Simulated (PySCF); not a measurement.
TaOF2, SMILES [F][Ta+](=[O])[F], charge +1, multiplicity 1.

Geometry optimised at r2SCAN-D4/def2-TZVP. The multiplicity is an assumed one; other spin states were not compared. The isomer is the one that the SMILES or the coordinates give; other isomers of the formula were not compared. The def2 effective core potentials stand for the cores of Ta; spin–orbit coupling is left out.

Method: TDDFT-PBE/def2-SVPD in PySCF.

Vertical excitations. Gas-phase values at a fixed geometry. State labels are in the subgroup Cs.

```tsv
state	symmetry	energy (eV)	λ (nm)	f	main pairs
S1	A"	3.84	323	0.000	HOMO→LUMO 100 %
S2	A'	4.10	302	0.002	HOMO−1→LUMO 98 %
S3	A'	4.56	272	0.004	HOMO−2→LUMO 98 %
S4	A'	5.59	222	0.008	HOMO→LUMO+1 92 %
S5	A"	5.61	221	0.000	HOMO−1→LUMO+1 85 %
S6	A"	5.74	216	0.007	HOMO−3→LUMO 82 %
S7	A"	5.89	211	0.003	HOMO→LUMO+2 85 %
S8	A"	6.13	202	0.001	HOMO−2→LUMO+1 92 %
S9	A'	6.20	200	0.000	HOMO−1→LUMO+2 93 %
S10	A'	6.35	195	0.002	HOMO−4→LUMO 87 %
T1	A"	3.72	333	0	HOMO→LUMO 100 %
T2	A'	3.82	325	0	HOMO−1→LUMO 96 %
T3	A'	4.20	295	0	HOMO−2→LUMO 95 %
T4	A'	5.03	246	0	HOMO→LUMO+1 95 %
```
Triplets are in the Tamm–Dancoff approximation, which puts them higher than full response would, so one can lie above its singlet here.
